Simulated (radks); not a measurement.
Task: Successive ionisation energies (eV) of one element, from differences of total energies of ions in their ground configurations, starting at charge 0: 11.555, 24.595, 47.118, 65.173, 392.16, 489.61. All-electron calculation, scalar-relativistic Kohn-Sham, BLYP, spin-polarised, spherical densities, finite nucleus; open shells are filled with parallel spins first; Fermi nuclear charge, rms radius 2.4702 fm. Program: a radial shooting solver on a logarithmic mesh with Libxc functionals. Which element is it?

Result: Carbon (Z = 6). The first species listed is C in [He] 2s2 2p2, the last C5+ in 1s1.
